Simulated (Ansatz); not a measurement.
Isolated molecules relaxed with PBE0-D4/def2-TZVP in Ansatz; ΔE leaves out vibrations. CCSD(T)/CBS is the MP2 limit (def2-TZVPP, def2-QZVPP) plus CCSD(T) − MP2 in def2-TZVPP, frozen cores. This one scheme is used for every species. DFT in def2-TZVPP. B3LYP here is the variant with VWN-RPA as its local correlation; programs differ in this. Each species was taken in one conformer, which may not be the lowest.

Reaction (formal exchange of groups at a C–O bond): `NC(O)BF` + CH₄ → `CC(N)BF` + H₂O

(1) Is it downhill or uphill in electronic energy at CCSD(T)/CBS, and by how much? (An estimate is asked.)

(2) What do these levels give: PBE-D4, PBE0-D4, PBE0, B3LYP, HF/def2-TZVPP, MP2/def2-TZVPP? (Estimate.)

Largest T1 diagnostic among the species: 0.013.

Results:

(1) The calculation gave: Downhill: ΔE = -0.31 eV.

(2) Ansatz gave: PBE-D4 -0.14, PBE0-D4 -0.21, PBE0 -0.19, B3LYP -0.12, HF/def2-TZVPP -0.19, MP2/def2-TZVPP -0.30 eV.

In def2-TZVPP, CCSD(T) changes the Hartree–Fock value by −0.06 eV (the triples alone add +0.01 eV) and MP2 by −0.12 eV. The D4 term adds −0.04 eV with B3LYP and −0.02 eV with PBE0; it sums over pairs of atoms, weighted by their polarisabilities, and B3LYP, whose exchange is more repulsive, gets the larger term.
